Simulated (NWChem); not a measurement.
All runs are NWChem calculations. System: BO, charge 0, spin multiplicity 2, optimised in this run. The structure started from a generated list of species. Its SCF solution wasn't tested for a lower state. Level: UB3LYP/def2-SVP.

Input file:

```
start mol
memory heap 200 mb stack 900 mb global 1100 mb
geometry units angstroms
  B      0.000000     0.000000     0.729193
  O      0.000000     0.000000    -0.455746
  symmetry group C2v
end
basis spherical
  * library def2-svp
end
dft
  xc b3lyp
  odft
  mult 2
  semidirect memsize 60000000 filesize 0
  iterations 100
end
driver
  maxiter 80
end
task dft optimize
task dft freq
```

Part of the output:

```
             Northwest Computational Chemistry Package (NWChem) 7.3.0
             --------------------------------------------------------

                                NWChem Input Module
                                -------------------

 Scaling coordinates for geometry "geometry" by  1.889725989
 (inverse scale =  0.529177249)

 Turning off AUTOSYM since
 SYMMETRY directive was detected!

          ------
          auto-z
          ------

                             Geometry "geometry" -> ""
                             -------------------------

 Output coordinates in angstroms (scale by  1.889725989 to convert to a.u.)

  No.       Tag          Charge          X              Y              Z
 ---- ---------------- ---------- -------------- -------------- --------------
    1 B                    5.0000     0.00000000     0.00000000     0.72919323
    2 O                    8.0000     0.00000000     0.00000000    -0.45574577

 Effective nuclear repulsion energy (a.u.)      17.8634427257

            Nuclear Dipole moment (a.u.)
            ----------------------------
        X                 Y               Z
 ---------------- ---------------- ----------------
     0.0000000000     0.0000000000     0.0000000000

      Symmetry information
      --------------------

 Group name             C2v
 Group number             16
 Group order               4
 No. of unique centers     2

      Symmetry unique atoms

     1    2


 Summary of "ao basis" -> "" (spherical)
 ------------------------------------------------------------------------------
       Tag                 Description            Shells   Functions and Types
 ---------------- ------------------------------  ------  ---------------------
 *                          def2-svp                  on all atoms

                           NWChem Geometry Optimization
                           ----------------------------

 maximum gradient threshold         (gmax) =   0.000450
 rms gradient threshold             (grms) =   0.000300
 maximum cartesian step threshold   (xmax) =   0.001800
 rms cartesian step threshold       (xrms) =   0.001200
 fixed trust radius                (trust) =   0.300000
 maximum step size to saddle      (sadstp) =   0.100000
 energy precision                  (eprec) =   5.0D-06
 maximum number of steps          (nptopt) =   80
 initial hessian option           (inhess) =    0
 line search option               (linopt) =    1
 hessian update option            (modupd) =    1
 saddle point option              (modsad) =    0
 initial eigen-mode to follow     (moddir) =    0
 initial variable to follow       (vardir) =    0
 follow first negative mode     (firstneg) =    T
 apply conjugacy                    (opcg) =    F
 source of zmatrix                         =   autoz

          -------------------
          Energy Minimization
          -------------------

 Names of Z-matrix variables
    1

 Variables with the same non-blank name are constrained to be equal

 Using diagonal initial Hessian
 Scaling for Hessian diagonals: bonds = 1.00  angles = 0.25  torsions = 0.10

          --------
          Step   0
          --------

                         Geometry "geometry" -> "geometry"
                         ---------------------------------

 Output coordinates in angstroms (scale by  1.889725989 to convert to a.u.)

  No.       Tag          Charge          X              Y              Z
 ---- ---------------- ---------- -------------- -------------- --------------
[...]
    O        2  0.0000000D+00  0.0000000D+00 -8.7866874D-01  1.5994910D+01
 --------------------------------------------------------------------------

          ----------------------------------------------------
          MASS-WEIGHTED NUCLEAR HESSIAN (Hartree/Bohr/Bohr/Kamu)
          ----------------------------------------------------

               1            2            3            4            5            6
   ----- ----- ----- ----- -----
    1    1.27044D-02
    2    2.76894D-08  1.27044D-02
    3   -4.45775D-08  5.20239D-08  8.51212D+01
    4    4.95236D-04  2.03084D-08  6.35217D-08 -1.63436D-03
    5    2.10291D-08  4.95240D-04 -8.36818D-08  8.89532D-06 -1.63277D-03
    6   -4.85206D-08  4.12400D-08 -7.06042D+01 -7.68298D-06  6.89789D-06  5.85771D+01


 ----------------------------------------------------------------------------
 Normal Eigenvalue ||         Derivative Dipole Moments (debye/angs)
  Mode   [cm**-1]  ||      [d/dqX]             [d/dqY]           [d/dqZ]
 ------ ---------- || ------------------ ------------------ -----------------
    1       -6.622 ||      -0.332               0.304            -0.000
    2       -6.587 ||      -0.304              -0.332            -0.000
    3       14.855 ||       0.000              -0.000            -0.000
    4       18.335 ||      -0.363               0.353            -0.000
    5       18.335 ||      -0.353              -0.363            -0.000
    6     1948.577 ||      -0.000               0.000             1.034
 ----------------------------------------------------------------------------

 ----------------------------------------------------------------------------
 Normal Eigenvalue ||                 Infra Red Intensities
  Mode   [cm**-1]  || [atomic units] [(debye/angs)**2] [(KM/mol)] [arbitrary]
 ------ ---------- || -------------- ----------------- ---------- -----------
    1       -6.622 ||    0.008782           0.203         8.561       6.119
    2       -6.587 ||    0.008783           0.203         8.562       6.119
    3       14.855 ||    0.000000           0.000         0.000       0.000
    4       18.335 ||    0.011103           0.256        10.823       7.736
    5       18.335 ||    0.011102           0.256        10.822       7.735
    6     1948.577 ||    0.046343           1.069        45.177      32.290
 ----------------------------------------------------------------------------

        Vibrational analysis via the FX method
  --- with translations and rotations projected out ---
  --- via the Eckart algorithm                      ---
 Dependent rotation vector no.                    3
  found in ECKART; assuming linear geometry
 Projected Nuclear Hessian trans-rot subspace norm:1.4367D-42
                         (should be close to zero!)

          --------------------------------------------------------
          MASS-WEIGHTED PROJECTED HESSIAN (Hartree/Bohr/Bohr/Kamu)
          --------------------------------------------------------

               1            2            3            4            5            6
   ----- ----- ----- ----- -----
    1    0.00000D+00
    2    0.00000D+00  0.00000D+00
    3    1.12702D-22  9.95534D-22  8.51075D+01
    4    0.00000D+00 -3.89591D-24  9.97354D-22  0.00000D+00
    5    0.00000D+00  6.38307D-20  0.00000D+00 -1.65489D-21  0.00000D+00
    6   -1.09086D-22 -8.41518D-22 -7.06085D+01  0.00000D+00  8.27444D-22  5.85795D+01

 center of mass
 --------------
 x =   0.00000000 y =   0.00000000 z =   0.04844682

 moments of inertia (a.u.)
 ------------------
          33.722601829762           0.000000000000           0.000000000000
           0.000000000000          33.722601829762           0.000000000000
           0.000000000000           0.000000000000           0.000000000000

 Rotational Constants
 --------------------
 A=   0.000000 cm-1  (  0.000000 K)
 B=   1.785158 cm-1  (  2.568387 K)
 C=   1.785158 cm-1  (  2.568387 K)

 Temperature                      =   298.15K
 frequency scaling parameter      =   1.0000

 Linear Molecule

 Zero-Point correction to Energy  =    2.784 kcal/mol  (  0.004437 au)
 Thermal correction to Energy     =    4.265 kcal/mol  (  0.006797 au)
 Thermal correction to Enthalpy   =    4.857 kcal/mol  (  0.007741 au)

 Total Entropy                    =   47.231 cal/mol-K
   - Translational                =   35.800 cal/mol-K (mol. weight =  27.0042)
   - Rotational                   =   11.430 cal/mol-K (symmetry #  =        1)
   - Vibrational                  =    0.002 cal/mol-K

 Cv (constant volume heat capacity) =    4.980 cal/mol-K
   - Translational                  =    2.979 cal/mol-K
   - Rotational                     =    1.986 cal/mol-K
   - Vibrational                    =    0.014 cal/mol-K


 ----------------------------------------------------------------------------
 Normal Eigenvalue ||    Projected Derivative Dipole Moments (debye/angs)
  Mode   [cm**-1]  ||      [d/dqX]             [d/dqY]           [d/dqZ]
 ------ ---------- || ------------------ ------------------ -----------------
    1        0.000 ||       0.521               0.000            -0.000
    2        0.000 ||       0.000               0.521             0.000
    3        0.000 ||      -0.432              -0.000             0.000
    4        0.000 ||      -0.000              -0.432            -0.000
    5        0.000 ||       0.000              -0.000             0.000
    6     1948.556 ||      -0.000               0.000             1.034
 ----------------------------------------------------------------------------

 ----------------------------------------------------------------------------
 Normal Eigenvalue ||           Projected Infra Red Intensities
  Mode   [cm**-1]  || [atomic units] [(debye/angs)**2] [(KM/mol)] [arbitrary]
 ------ ---------- || -------------- ----------------- ---------- -----------
    1        0.000 ||    0.011780           0.272        11.484       8.208
    2        0.000 ||    0.011780           0.272        11.484       8.208
    3        0.000 ||    0.008104           0.187         7.901       5.647
    4        0.000 ||    0.008104           0.187         7.901       5.647
    5        0.000 ||    0.000000           0.000         0.000       0.000
    6     1948.556 ||    0.046343           1.069        45.177      32.290
 ----------------------------------------------------------------------------

 Task  times  cpu:        7.5s     wall:        7.5s

 Total times  cpu:        9.5s     wall:        9.5s
```
